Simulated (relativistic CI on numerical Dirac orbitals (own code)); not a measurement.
Sc⁵⁺: from the plainest model towards the measured levels

Calculated with a relativistic CI code on KLI orbitals (one set per configuration, finite nucleus), adding one ingredient at a time: step 1, Dirac-Coulomb, each configuration alone; step 2, with Breit and QED terms; step 3, with configuration mixing; step 4, with scaled Slater integrals (0.9); step 5, with a P86 correlation estimate; step 6, tied to the ionisation limit. P86 is a density functional for the correlation energy, evaluated here for each configuration and added to its levels. Step 6 is semi-empirical: configurations made of the next ion and one excited electron move by -20721 cm⁻¹, so that their limit matches the tabulated ionisation energy, and those with a non-penetrating f or g electron also take the P86 value of the least penetrating other one.

Configuration list (outside the closed core [Ne]): 3s2 3p4, 3s 3p5, 3s2 3p3 3d, 3s2 3p3 4s, 3s2 3p3 4d, 3s2 3p3 5s, 3p6, 3s 3p4 3d, 3s2 3p3 4p, 3p5 3d, 3s 3p3 3d2, 3s2 3p3 4f, 3s 3p4 4s, 3s2 3p3 5p, 3s2 3p2 3d2, 3s2 3p 3d3, 3s2 3p 3d2 4s, 3s2 3p 3d2 4d, 3s2 3p 3d2 5s, 3s 3p2 3d3.

Computed minus measured energy above the ground level, in cm⁻¹, for 11 of the 19 excited levels that pair in every step (one J of a term; a digit in brackets numbers repeated terms):

```csv
Configuration,Term,J,Measured,Step 1,Step 2,Step 3,Step 4,Step 5,Step 6
3s2 3p4,3P,1,3346,101,5,-58,-27,-27,-27
3s2 3p4,1D,2,21393,3477,3403,2231,235,238,237
3s2 3p4,1S,0,49225,10068,10016,1426,-2211,-2184,-2176
3s 3p5,3P°,2,175347,32686,32482,-3095,2452,3218,-1156
3s2 3p3 3d,1F°,3,375740,20774,20423,12618,2623,3546,-16333
3s2 3p3 4s,3S°,1,452070,-4966,-5104,14490,12681,18872,-1677
3s2 3p3 4s,3D°,1,472402,-693,-799,18263,14059,20258,-285
3s2 3p3 4s,1D°,2,478354,324,182,19172,14322,20517,-25
3s2 3p3 4s,3P°,0,491820,3744,3619,17157,11699,17904,-2495
3s2 3p3 4d,1D°,2,619600,-732,-1018,18628,14057,20902,383
3s2 3p3 4d,1F°,3,622500,-1057,-1335,19166,14226,21056,522
```

Mean absolute errors in cm⁻¹, over all paired levels and for the configurations:

```csv
"Configuration, levels",Step 1,Step 2,Step 3,Step 4,Step 5,Step 6
"all, 19",8353,8290,11679,8291,12116,1846
"3s2 3p4, 4",3465,3379,941,631,625,623
"3s 3p5, 3",32911,32632,3116,2441,3207,1194
"3s2 3p3 3d, 1",20774,20423,12618,2623,3546,16333
"3s2 3p3 4s, 9",2616,2591,17597,12975,19175,1306
"3s2 3p3 4d, 2",895,1176,18897,14141,20979,453
```

Measured levels: Sugar and Corliss, J. Phys. Chem. Ref. Data 9, 473 (1980).

Task: What does each ingredient do to the ground and the excited configurations, and where is the model closest to experiment?

Result: Terms of the ground configuration are off by 3465 at first, 941 with mixing and 631 after scaling, which stands in for the correlation that narrows term splittings. The Breit and QED terms change the top of the ground term (measured 4457) from 4672 to 4548. Mixing lowers the ground level by 25959, with 3s 3p4 3d as its largest admixture; relative to it the configurations that move most are 3s 3p5 by -35748, 3s2 3p3 4d by +20073, 3s2 3p3 4s by +16711. Configurations whose own partners of that kind are not in the list rise by much of that lowering, so a short list can trade one imbalance for another. The P86 estimate moves 3s2 3p3 4d by +6838, 3s2 3p3 4s by +6200, 3s2 3p3 3d by +923, and takes the mean absolute error of the excited configurations from 10334 to 15180; it adds to levels that were already too high. Step 6 takes that error from 15180 to 2172; the error more than halves for 3s 3p5, 3s2 3p3 4s, 3s2 3p3 4d; it grows for 3s2 3p3 3d. The shift fits the limit, so it does little for low levels whose errors differ from those near the limit. The mean absolute error is lowest at step 6 (1846 cm⁻¹), and the largest single drop is from step 5 to 6 (12116 to 1846).
